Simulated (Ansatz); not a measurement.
Basis sets compared for Ga4P4H14, a cluster cut from wurtzite GaP (hydrogen-capped). Total charge 0; singlet. Geometry PBE-D4/def2-SVP. Ansatz on 2 threads of AMD EPYC 7R13 on a shared host and a share (18 GiB) of an NVIDIA H100 80GB HBM3; times are rough, and most runs start from earlier orbitals.

```xyz
22

Ga   -0.066   -0.163   -2.707
P     1.341   -1.559   -1.212
Ga    0.298    2.693    0.144
P    -1.125    1.145   -1.003
P     1.660    1.024    1.379
Ga    1.306   -1.329    1.166
Ga   -2.686   -0.036    0.376
P    -1.043   -1.456    1.580
H     0.991    0.683   -3.519
H    -1.066   -1.205   -3.344
H     2.724   -1.494   -1.568
H     1.148   -2.956   -1.451
H     1.341    3.360   -0.835
H    -0.475    3.454    1.291
H    -1.976    2.012   -1.762
H     3.060    1.207    1.152
H     1.661    1.271    2.787
H     2.241   -2.280    1.999
H    -3.527   -1.079   -0.459
H    -3.273    0.888    1.514
H    -1.361   -2.845    1.474
H    -1.175   -1.337    2.999
```

Single mean-field runs in def2-TZVP are fitted with def2-universal-jkfit.

Binding counts from free atoms (Ga doublet, P quartet, H doublet) in the same basis, without a counterpoise term.

| level | functions | energy (Eh) | HOMO (eV) | LUMO (eV) | binding per atom (eV) | wall time |
| --- | --- | --- | --- | --- | --- | --- |
| PBE-D4/def2-SVP | 270 | -9070.1451 | -6.17 | -1.58 | 2.65 | 2.6 s |
| PBE0-D4/def2-SVP | 270 | -9070.4500 | -7.25 | -0.82 | 2.64 | 3.4 s |

(1) Estimate the rows for PBE-D4/def2-TZVP (with forces), PBE0-D4/def2-TZVP.

Answers

(1) 
| level | functions | energy (Eh) | HOMO (eV) | LUMO (eV) | binding per atom (eV) | wall time |
| --- | --- | --- | --- | --- | --- | --- |
| PBE-D4/def2-TZVP (with forces) | 424 | -9071.6078 | -6.22 | -1.84 | 2.65 | 3.7 s |
| PBE0-D4/def2-TZVP | 424 | -9071.9007 | -7.28 | -1.05 | 2.64 | 4.4 s |
